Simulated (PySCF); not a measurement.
C5H8S, SMILES CC#CCSC. Heavy atoms are numbered as in [CH3:1][C:2]#[C:3][CH2:4][S:5][CH3:6]. Hydrogens are named by the atom that carries them.

Geometry optimised at B3LYP-D3(BJ)/def2-SVP. The values are those of a single conformer.

Method: PBE/pcSseg-1 in PySCF.

GIAO shieldings, no solvent; atoms alike by connectivity are averaged. δ = σ(ref) − σ: ¹³C against TMS (σ = 182.0 ppm); ³³S against H2S (σ = 706.5 ppm); ¹H against TMS (σ = 31.49 ppm), references at their B3LYP-D3(BJ)/def2-TZVP geometries, non-relativistic.

Computed chemical shifts:
```
nucleus     atoms  count  δ (ppm)
-------  --------  -----  -------
¹³C            C2      1     85.4
¹³C            C3      1     79.6
¹³C      C4 (CH2)      1     34.9
¹³C      C6 (CH3)      1     25.3
¹³C      C1 (CH3)      1      7.4
³³S            S5      1    213.0
¹H        H on C4      2     3.50
¹H        H on C1      3     2.19
¹H        H on C6      3     2.19
```
